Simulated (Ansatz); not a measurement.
The cluster Ca3, relaxed as a quintet with UKS PBE0/def2-TZVP in Ansatz, starting from the PBE0/def2-TZVP geometry of the neutral singlet. Force threshold 0.02 eV/Å.

At PBE0/def2-TZVP a singlet of charge 0 lies 1.13 eV below the quintet, each at its own geometry. The structure comes from a short search, and lower isomers may exist.

Start:

```csv
atom,x (Å),y (Å),z (Å)
Ca1,-2.076,-0.347,0.841
Ca2,1.004,2.019,0.250
Ca3,1.071,-1.672,-1.091
```

```json
{"step": "1", "energy (eV)": "-55296.4475", "largest force component (eV/Å)": "0.593", "SCF passes": "95"}
{"step": "2", "energy (eV)": "-55296.5494", "largest force component (eV/Å)": "0.522", "SCF passes": "55"}
{"step": "3", "energy (eV)": "-55296.7485", "largest force component (eV/Å)": "0.054", "SCF passes": "47"}
{"step": "4", "energy (eV)": "-55296.7492", "largest force component (eV/Å)": "0.031", "SCF passes": "45"}
{"step": "5", "energy (eV)": "-55296.7496", "largest force component (eV/Å)": "0.002", "SCF passes": "37"}
```

Force components are those of the run's own axes.

End:

```xyz
3

Ca   -1.832   -0.305    0.743
Ca    0.885    1.780    0.221
Ca    0.947   -1.476   -0.963
```

By distances, no bond broke or formed. The bond that changes most is Ca2–Ca3, from 3.93 to 3.47 Å (atoms count from 1).

No frequencies were taken in this run, so the end may be a saddle point.

Hardware: 4 threads of Arm Neoverse V2 on a shared host. Wall time 20 s.
